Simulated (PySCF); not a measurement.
## Continuum solvent and chemical shifts

Geometry:
```tsv
atom	x (Å)	y (Å)	z (Å)
C1	-1.235	2.279	-0.458
C2	-1.572	1.132	0.161
N3	-0.831	-0.026	0.235
N4	0.331	-0.110	-0.514
C5	1.503	0.414	0.165
C6	2.714	0.352	-0.748
C7	3.989	0.833	-0.075
C8	-1.485	-1.319	0.441
C9	-2.430	-1.302	1.634
C10	-2.161	-1.821	-0.830
H11	-0.289	2.415	-0.985
H12	-1.911	3.133	-0.410
H13	-2.528	1.073	0.688
H14	0.197	0.348	-1.419
H15	1.678	-0.207	1.059
H16	1.357	1.452	0.526
H17	2.519	0.962	-1.649
H18	2.831	-0.686	-1.104
H19	4.849	0.781	-0.758
H20	3.895	1.877	0.264
H21	4.229	0.220	0.809
H22	-0.654	-2.001	0.681
H23	-1.939	-0.866	2.517
H24	-2.734	-2.330	1.879
H25	-3.351	-0.734	1.431
H26	-2.993	-1.158	-1.117
H27	-2.562	-2.837	-0.695
H28	-1.436	-1.847	-1.657
```

GIAO PBE0/pcSseg-1 in PySCF 2.14 on one PBE0-D3(BJ)/def2-SVP conformer, non-relativistic, equivalent nuclei averaged. Solvents enter as an IEF-PCM continuum (dichloromethane with ε = 8.9, dimethylsulfoxide with ε = 46.8) around the gas-phase geometry. Shifts are referred to TMS computed in the same medium.

Gas phase, δ in ppm: C2 140.7, C1 82.0, C8 57.5, C5 51.1, C6 23.5, C9/C10 20.8, C7 13.4, H13 6.20, H12 3.88, H11 3.68, H22 3.07, H15/H16 2.68, H14 2.02, H17/H18 1.27. Dipole moment 0.74 D.

Q: How does each δ change in the continuum?

A: 
```tsv
atoms	environment	Δδ, dichloromethane	Δδ, dimethylsulfoxide
C2	alkene carbon bearing nitrogen	+2.7	+3.1
C1	β carbon of an enol-ether or enamine type C=C	-1.4	-1.5
C8	sp3 CH bonded to N	+1.3	+1.6
C5	sp3 CH2 bonded to N	+0.7	+0.8
C6	sp3 CH2	+0.6	+0.7
C9/C10	methyl carbon	+0.3	+0.4
C7	methyl carbon	+0.2	+0.3
H13	hydrogen on an alkene carbon bearing nitrogen	+0.21	+0.25
H12	hydrogen on a β carbon of an enol-ether or enamine type C=C	-0.02	-0.01
H11	hydrogen on a β carbon of an enol-ether or enamine type C=C	+0.08	+0.11
H22	hydrogen on an sp3 CH bonded to N	-0.01	-0.02
H15/H16	hydrogen on an sp3 CH2 bonded to N	-0.03	-0.04
H14	hydrogen on a nitrogen bonded to O or N	+0.37	+0.45
H17/H18	hydrogen on an sp3 CH2	+0.03	+0.04
```

Changes are relative to the gas phase. The dipole moment becomes 0.88 D in dichloromethane, 0.88 D in dimethylsulfoxide.

Q: Which of the listed nuclei move most (in ppm), and what does the model miss? (N and O are left out, as their reference compounds move with the solvent too.)

A: C2 (alkene carbon bearing nitrogen, +3.1 ppm) in dimethylsulfoxide. A continuum only polarises the solute; specific hydrogen bonds, the anisotropy of aromatic solvents and changes of geometry or conformer are outside it.
